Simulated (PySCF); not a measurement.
Ligand exchange on a metal centre used in film growth or etching (Ta F-NH2). Gas-phase values, no solvent. One relaxed conformer stands for each flexible species; it need not be the lowest.

The LUMO from two functionals at the same geometries (PBE-D3(BJ)/def2-SVP), both in PySCF: PBE-D3(BJ)/def2-TZVP and B3LYP-D3(BJ)/def2-TZVP. B3LYP has the VWN-RPA correlation part, as in Gaussian. 

```
species                                    B3LYP-D3(BJ)/def2-TZVP (eV)
-----------------------------------------  ---------------------------
0 of 5 F replaced by NH2 ([Ta(F)5])                              -3.07
1 of 5 F replaced by NH2 ([Ta(F)4(NH2)])                         -2.78
2 of 5 F replaced by NH2 ([Ta(F)3(NH2)2])                        -1.86
3 of 5 F replaced by NH2 ([Ta(F)2(NH2)3])                        -1.69
4 of 5 F replaced by NH2 ([Ta(F)(NH2)4])                         -0.86
5 of 5 F replaced by NH2 ([Ta(NH2)5])                            -0.59
```

**Question.** What does PBE-D3(BJ)/def2-TZVP give for each?

**Answer.** 
- 0 of 5 F replaced by NH2 ([Ta(F)5]): -3.53
- 1 of 5 F replaced by NH2 ([Ta(F)4(NH2)]): -3.32
- 2 of 5 F replaced by NH2 ([Ta(F)3(NH2)2]): -2.44
- 3 of 5 F replaced by NH2 ([Ta(F)2(NH2)3]): -2.32
- 4 of 5 F replaced by NH2 ([Ta(F)(NH2)4]): -1.47
- 5 of 5 F replaced by NH2 ([Ta(NH2)5]): -1.19
Over these rows, drawn at random from the members with no instability flagged (it was tested for open shells, ions and some series alone), PBE minus B3LYP-D3(BJ): mean -0.57 eV, from -0.63 eV to -0.46 eV.
